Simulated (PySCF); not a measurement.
Sn(F)(Br)(Et)2, C4H10BrFSn, SMILES [CH2]([Sn]([CH2]C)([F])[Br])C, GFN2-xTB optimised geometry.

```
17

C     -0.75    -1.00     3.16
C     -1.18    -2.00     2.12
Sn    -0.75    -1.23     0.00
F      1.28    -1.23     0.00
Br    -1.28     1.23     0.00
C     -1.20    -1.99    -2.12
C     -2.47    -1.41    -2.69
H      0.32    -0.80     3.08
H     -0.95    -1.41     4.15
H     -1.29    -0.06     3.06
H     -2.25    -2.20     2.14
H     -0.62    -2.93     2.18
H     -0.31    -1.68    -2.67
H     -1.23    -3.07    -2.04
H     -2.57    -1.74    -3.72
H     -3.34    -1.75    -2.14
H     -2.45    -0.32    -2.68
```

Density from PBE0/def2-SVP, def2 effective core potentials past Kr (PySCF) at that geometry. The core electrons that the potentials of Sn replace are not part of the density.

Minimum of the electron density along straight lines between bonded atoms, close to the bond critical point (lines longer than 1.1 times the sum of covalent radii, or with two minima, are not listed):

```json
[
 {"bond": "C1–C2", "length / Å": "1.503", "ρ at the minimum / e bohr⁻³": "0.250", "∇²ρ there / e bohr⁻⁵": "-0.57", "position (fraction from the first atom)": "0.49"},
 {"bond": "C2–Sn3", "length / Å": "2.295", "ρ at the minimum / e bohr⁻³": "0.083", "∇²ρ there / e bohr⁻⁵": "0.06", "position (fraction from the first atom)": "0.50"},
 {"bond": "Sn3–F4", "length / Å": "2.028", "ρ at the minimum / e bohr⁻³": "0.087", "∇²ρ there / e bohr⁻⁵": "___", "position (fraction from the first atom)": "0.52"},
 {"bond": "Sn3–Br5", "length / Å": "2.519", "ρ at the minimum / e bohr⁻³": "___", "∇²ρ there / e bohr⁻⁵": "___", "position (fraction from the first atom)": "0.46"},
 {"bond": "Sn3–C6", "length / Å": "2.292", "ρ at the minimum / e bohr⁻³": "0.083", "∇²ρ there / e bohr⁻⁵": "0.06", "position (fraction from the first atom)": "0.51"},
 {"bond": "C6–C7", "length / Å": "1.505", "ρ at the minimum / e bohr⁻³": "0.249", "∇²ρ there / e bohr⁻⁵": "-0.57", "position (fraction from the first atom)": "0.51"},
 {"bond": "C1–H8", "length / Å": "1.088", "ρ at the minimum / e bohr⁻³": "0.278", "∇²ρ there / e bohr⁻⁵": "-1.03", "position (fraction from the first atom)": "0.63"},
 {"bond": "C1–H9", "length / Å": "1.091", "ρ at the minimum / e bohr⁻³": "0.273", "∇²ρ there / e bohr⁻⁵": "-0.99", "position (fraction from the first atom)": "0.62"},
 {"bond": "C1–H10", "length / Å": "1.089", "ρ at the minimum / e bohr⁻³": "0.277", "∇²ρ there / e bohr⁻⁵": "-1.03", "position (fraction from the first atom)": "0.63"},
 {"bond": "C2–H11", "length / Å": "1.087", "ρ at the minimum / e bohr⁻³": "0.277", "∇²ρ there / e bohr⁻⁵": "-1.02", "position (fraction from the first atom)": "0.63"},
 {"bond": "C2–H12", "length / Å": "1.086", "ρ at the minimum / e bohr⁻³": "0.278", "∇²ρ there / e bohr⁻⁵": "-1.03", "position (fraction from the first atom)": "0.63"},
 {"bond": "C6–H13", "length / Å": "1.088", "ρ at the minimum / e bohr⁻³": "0.278", "∇²ρ there / e bohr⁻⁵": "-1.04", "position (fraction from the first atom)": "0.64"},
 {"bond": "C6–H14", "length / Å": "1.087", "ρ at the minimum / e bohr⁻³": "0.277", "∇²ρ there / e bohr⁻⁵": "-1.02", "position (fraction from the first atom)": "0.63"},
 {"bond": "C7–H15", "length / Å": "1.091", "ρ at the minimum / e bohr⁻³": "0.274", "∇²ρ there / e bohr⁻⁵": "-0.99", "position (fraction from the first atom)": "0.63"},
 {"bond": "C7–H16", "length / Å": "1.088", "ρ at the minimum / e bohr⁻³": "0.276", "∇²ρ there / e bohr⁻⁵": "-1.01", "position (fraction from the first atom)": "0.62"},
 {"bond": "C7–H17", "length / Å": "1.089", "ρ at the minimum / e bohr⁻³": "0.277", "∇²ρ there / e bohr⁻⁵": "-1.03", "position (fraction from the first atom)": "0.63"}
]
```

Problem. Fill in the missing entries.

Solution. 
- Sn3–F4, ∇²ρ there / e bohr⁻⁵: 0.47
- Sn3–Br5, ρ at the minimum / e bohr⁻³: 0.068
- Sn3–Br5, ∇²ρ there / e bohr⁻⁵: 0.12
